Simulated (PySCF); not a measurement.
ClH3O2Si, SMILES [SiH](O)(Cl)O. Coordinates come from a PBE0-D3(BJ)/def2-SVP optimisation. The values are those of a single conformer.

Computed with PBE0-D3(BJ)/def2-SVP (PySCF).

Harmonic wavenumbers (cm⁻¹): 157, 191, 249, 320, 365, 541, 760, 786, 839, 873, 911, 993, 2337, 3927, 3938. Rotational constants (GHz): 6.726, 3.371, 2.501; symmetry number 1.

Problem. Work out the zero-point energy and the ideal-gas rigid-rotor harmonic-oscillator thermochemistry at 298.15 K and 1 atm.

Solution. ZPE = ½ Σ hcν = ½ × 17187 cm⁻¹ = 102.80 kJ/mol. H − E(el) = 120.65 kJ/mol. Entropy in J/(mol K): translation 166.00, rotation 109.38, vibration 44.11, total 319.49. G − E(el) = 25.39 kJ/mol. Cp = 88.67 J/(mol K).
